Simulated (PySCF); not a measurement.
Cl2Zn, charge -1, multiplicity 2. Atoms are numbered in the order given.

```xyz
3

Zn     0.0000     0.0000     0.6285
Cl     0.0000     2.0102    -0.5545
Cl     0.0000    -2.0102    -0.5545
```
Charge -1, spin multiplicity 2.

The structure is a stationary point at B3LYP-D3(BJ)/def2-SVPD.

The numbers are results of PySCF with ωB97X/def2-TZVPD, not measurements.

Mulliken values depend strongly on the basis, most of all with diffuse functions as here. Atomic charges (e):

```tsv
atom	Mulliken	meta-Löwdin	Mulliken spin
Zn1	0.00	___	0.89
Cl2	-0.50	___	0.06
Cl3	-0.50	___	0.06
```

Complete the blanks. (Estimate from the structure and the level; the computed values follow.)


- Zn1, meta-Löwdin: 0.67
- Cl2, meta-Löwdin: -0.83
- Cl3, meta-Löwdin: -0.83
